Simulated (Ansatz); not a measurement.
# Molecular dynamics of F₂Ge₂H₆O

Input:

```yaml
crystal:
  periodic: [false, false, false]
  atoms:
    - { symbol: Ge, position_ang: [0.302068, 0.501463, -0.169361] }
    - { symbol: F, position_ang: [-0.840792, 0.667111, 1.551158] }
    - { symbol: H, position_ang: [1.623875, 0.414991, -0.99226] }
    - { symbol: Ge, position_ang: [-1.372839, 2.030896, -1.001741] }
    - { symbol: H, position_ang: [-2.7543, 1.416294, -0.758101] }
    - { symbol: H, position_ang: [-1.21885, 3.338194, -0.210339] }
    - { symbol: H, position_ang: [-1.162138, 2.31616, -2.500837] }
    - { symbol: F, position_ang: [-0.030708, -1.204931, -0.060551] }
    - { symbol: O, position_ang: [1.310738, 1.178709, 1.41515] }
    - { symbol: H, position_ang: [2.023168, 0.603486, 1.72331] }
    - { symbol: H, position_ang: [0.349879, 0.998227, 1.898572] }
basis:
  gaussian: { orbitals: def2-SVP }
hamiltonian:
  xc: pbe0
  dispersion: d4
md:
  timestep: 0.5
  n_steps: 200
  ensemble: nve
  temperature: 300.0
  initial_velocities: maxwell_boltzmann
  seed: 2530
```

Command:

```bash
$ ansatz run input.yaml --threads 4 --pin off --max-ram 5120MiB --backend cpu --events-out ev --progress --plain --runs-dir out
```

It starts at the highest image of a converged band, a first-order saddle point between two minima.

Output, in part (step lines, the closing report, with atoms numbered from 0):

```
md step     0: t =     0.00 fs  T =   300.0 K  F+E_penalty+E_count = -120574.66572744 eV  E_kin = 0.349002 eV  conserved = -120574.31672544 eV  (27 SCF iters)
md step     1: t =     0.50 fs  T =   293.0 K  F+E_penalty+E_count = -120574.65753294 eV  E_kin = 0.340870 eV  conserved = -120574.31666310 eV  (31 SCF iters)
md step     2: t =     1.00 fs  T =   273.4 K  F+E_penalty+E_count = -120574.63449411 eV  E_kin = 0.318108 eV  conserved = -120574.31638589 eV  (31 SCF iters)
md step     3: t =     1.50 fs  T =   245.2 K  F+E_penalty+E_count = -120574.60121618 eV  E_kin = 0.285249 eV  conserved = -120574.31596751 eV  (31 SCF iters)
md step     4: t =     2.00 fs  T =   214.0 K  F+E_penalty+E_count = -120574.56449829 eV  E_kin = 0.248988 eV  conserved = -120574.31551037 eV  (31 SCF iters)
md step     5: t =     2.50 fs  T =   186.1 K  F+E_penalty+E_count = -120574.53166545 eV  E_kin = 0.216535 eV  conserved = -120574.31513052 eV  (31 SCF iters)
md step     6: t =     3.00 fs  T =   166.6 K  F+E_penalty+E_count = -120574.50872892 eV  E_kin = 0.193796 eV  conserved = -120574.31493280 eV  (31 SCF iters)
md step     7: t =     3.50 fs  T =   158.0 K  F+E_penalty+E_count = -120574.49879365 eV  E_kin = 0.183824 eV  conserved = -120574.31496971 eV  (31 SCF iters)
[... lines left out ...]
Total energy: -120575.32171634 eV, -4431.0613441870 hartree
Atom 0 at     0.112122     0.368090    -0.079937 Å, force     0.440510    -0.129881    -0.024967 eV/Å
Atom 1 at    -0.480833     0.400905     1.584422 Å, force     0.399772    -0.138366    -0.144036 eV/Å
Atom 2 at     1.675668     0.275423    -0.111542 Å, force    -0.598306     0.090582     0.083897 eV/Å
Atom 3 at    -1.336642     2.021412    -1.069937 Å, force    -0.213506    -0.358891     0.156504 eV/Å
Atom 4 at    -2.716486     1.352376    -1.198144 Å, force    -0.003533     0.041595     0.276797 eV/Å
Atom 5 at    -1.315003     3.218186    -0.126358 Å, force    -0.083371     0.167062    -0.010645 eV/Å
Atom 6 at    -0.967149     2.348760    -2.491304 Å, force     0.363116     0.277466    -0.469962 eV/Å
Atom 7 at    -0.359324    -1.203984    -0.671996 Å, force    -0.093750     0.055001     0.110978 eV/Å
Atom 8 at     1.867005     2.065832     1.923269 Å, force    -0.447411     0.783239    -0.475647 eV/Å
Atom 9 at     2.664431     1.583941     2.092154 Å, force     0.739638    -0.468319     0.151162 eV/Å
Atom 10 at     1.178532     1.521050     2.298408 Å, force    -0.503158    -0.319487     0.345920 eV/Å
Dipole moment:     0.251488     0.224945    -0.128819 e Å
```

The steps, from the saved trajectory:

```json
{"time (fs)": "0", "T (K)": "300", "potential energy less start (eV)": "0.000", "conserved less start (meV/atom)": "0.00"}
{"time (fs)": "3", "T (K)": "167", "potential energy less start (eV)": "0.157", "conserved less start (meV/atom)": "0.16"}
{"time (fs)": "6", "T (K)": "203", "potential energy less start (eV)": "0.113", "conserved less start (meV/atom)": "0.07"}
{"time (fs)": "9", "T (K)": "159", "potential energy less start (eV)": "0.165", "conserved less start (meV/atom)": "0.08"}
{"time (fs)": "12", "T (K)": "105", "potential energy less start (eV)": "0.229", "conserved less start (meV/atom)": "0.15"}
{"time (fs)": "15", "T (K)": "229", "potential energy less start (eV)": "0.083", "conserved less start (meV/atom)": "0.06"}
{"time (fs)": "18", "T (K)": "185", "potential energy less start (eV)": "0.135", "conserved less start (meV/atom)": "0.12"}
{"time (fs)": "21", "T (K)": "241", "potential energy less start (eV)": "0.069", "conserved less start (meV/atom)": "0.04"}
{"time (fs)": "24", "T (K)": "215", "potential energy less start (eV)": "0.100", "conserved less start (meV/atom)": "0.11"}
{"time (fs)": "27", "T (K)": "160", "potential energy less start (eV)": "0.164", "conserved less start (meV/atom)": "0.11"}
{"time (fs)": "30", "T (K)": "230", "potential energy less start (eV)": "0.082", "conserved less start (meV/atom)": "0.07"}
{"time (fs)": "33", "T (K)": "249", "potential energy less start (eV)": "0.061", "conserved less start (meV/atom)": "0.08"}
{"time (fs)": "36", "T (K)": "255", "potential energy less start (eV)": "0.053", "conserved less start (meV/atom)": "0.13"}
{"time (fs)": "39", "T (K)": "345", "potential energy less start (eV)": "-0.051", "conserved less start (meV/atom)": "0.04"}
{"time (fs)": "42", "T (K)": "290", "potential energy less start (eV)": "0.013", "conserved less start (meV/atom)": "0.08"}
{"time (fs)": "45", "T (K)": "309", "potential energy less start (eV)": "-0.009", "conserved less start (meV/atom)": "0.14"}
{"time (fs)": "48", "T (K)": "385", "potential energy less start (eV)": "-0.099", "conserved less start (meV/atom)": "0.01"}
{"time (fs)": "51", "T (K)": "354", "potential energy less start (eV)": "-0.062", "conserved less start (meV/atom)": "0.08"}
{"time (fs)": "54", "T (K)": "434", "potential energy less start (eV)": "-0.155", "conserved less start (meV/atom)": "0.08"}
{"time (fs)": "57", "T (K)": "394", "potential energy less start (eV)": "-0.108", "conserved less start (meV/atom)": "0.10"}
{"time (fs)": "60", "T (K)": "405", "potential energy less start (eV)": "-0.122", "conserved less start (meV/atom)": "0.04"}
{"time (fs)": "63", "T (K)": "436", "potential energy less start (eV)": "-0.158", "conserved less start (meV/atom)": "0.07"}
{"time (fs)": "66", "T (K)": "370", "potential energy less start (eV)": "-0.080", "conserved less start (meV/atom)": "0.18"}
{"time (fs)": "69", "T (K)": "526", "potential energy less start (eV)": "-0.263", "conserved less start (meV/atom)": "-0.02"}
{"time (fs)": "72", "T (K)": "535", "potential energy less start (eV)": "-0.273", "conserved less start (meV/atom)": "0.10"}
{"time (fs)": "75", "T (K)": "539", "potential energy less start (eV)": "-0.276", "conserved less start (meV/atom)": "0.17"}
{"time (fs)": "78", "T (K)": "672", "potential energy less start (eV)": "-0.433", "conserved less start (meV/atom)": "-0.01"}
{"time (fs)": "81", "T (K)": "596", "potential energy less start (eV)": "-0.343", "conserved less start (meV/atom)": "0.10"}
{"time (fs)": "84", "T (K)": "620", "potential energy less start (eV)": "-0.371", "conserved less start (meV/atom)": "0.13"}
{"time (fs)": "87", "T (K)": "668", "potential energy less start (eV)": "-0.428", "conserved less start (meV/atom)": "0.07"}
{"time (fs)": "90", "T (K)": "675", "potential energy less start (eV)": "-0.435", "conserved less start (meV/atom)": "0.08"}
{"time (fs)": "93", "T (K)": "795", "potential energy less start (eV)": "-0.575", "conserved less start (meV/atom)": "0.10"}
{"time (fs)": "96", "T (K)": "797", "potential energy less start (eV)": "-0.577", "conserved less start (meV/atom)": "0.11"}
{"time (fs)": "99", "T (K)": "841", "potential energy less start (eV)": "-0.630", "conserved less start (meV/atom)": "0.01"}
```

All steps were run. The conserved energy stayed within 0.22 meV per atom of its start (net change -0.0029 meV per atom), so the integration is sound. The kinetic energy rose, since the run started high on the potential surface and went downhill. It ends in pieces (F2Ge2H4 + H2O), so much of that is their flight and rotation, not heat. A run of 0.1 ps of so small a system gives no equilibrium averages. The orbitals stay closed-shell, which can raise the energy where a bond breaks towards radicals; this wasn't checked here.

Between its relaxed ends the band would form Ge1–O9, F2–H11 and break Ge1–F2, O9–H11. These pairs go: Ge1–O9 2.00 → 3.16 Å, F2–H11 1.28 → 2.13 Å, Ge1–F2 2.07 → 1.77 Å, O9–H11 1.09 → 0.95 Å. In the last frame they stand as before the step (other bonds may differ from the relaxed reactants and products). It ends as F2Ge2H4 + H2O. Pairs count as bonded within 1.25 times the sum of covalent radii (0.12 Å more for H–H).

Last frame:

```xyz
11
Properties=species:S:1:pos:R:3
Ge 0.112 0.368 -0.080
F -0.481 0.401 1.584
H 1.676 0.275 -0.112
Ge -1.337 2.021 -1.070
H -2.716 1.352 -1.198
H -1.315 3.218 -0.126
H -0.967 2.349 -2.491
F -0.359 -1.204 -0.672
O 1.867 2.066 1.923
H 2.664 1.584 2.092
H 1.179 1.521 2.298
```

Run time: 7.9 min on 4 threads of Arm Neoverse V2, with other jobs on the host, peak memory 0.41 GiB.
